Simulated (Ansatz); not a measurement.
Mulliken charges of CH6GaN, SMILES `N[CH2][GaH2]` from r2SCAN/def2-TZVPP in Ansatz (PBE0-D4/def2-TZVP geometry).

```tsv
atom	x (Å)	y (Å)	z (Å)	charge (e)
N1	-0.128	0.418	-1.372	-0.367
C2	-0.075	0.635	0.068	-0.114
Ga3	0.458	-0.993	1.057	0.249
H4	-0.693	-0.387	-1.607	0.140
H5	-0.525	1.215	-1.855	0.130
H6	0.679	1.399	0.291	0.062
H7	-1.011	1.009	0.519	0.053
H8	0.344	-2.397	0.353	-0.080
H9	0.951	-0.898	2.547	-0.073
```

Q: By hand: the dipole of these point charges (1 e Å = 4.8032 D).

A: Σ q r = (-0.104, 0.028, 0.124) e Å, of length 0.164 e Å = 0.79 D.

Q: How does the dipole of the full density compare? (An estimate is asked.)

A: The calculation gave: (-0.258, 0.155, -0.018) e Å, 1.45 D; the point charges give 0.54 times that, at 54° from its direction.

Point charges leave out the atoms' own dipoles, such as those of lone pairs, and Mulliken's split depends on the basis, so the two needn't agree.
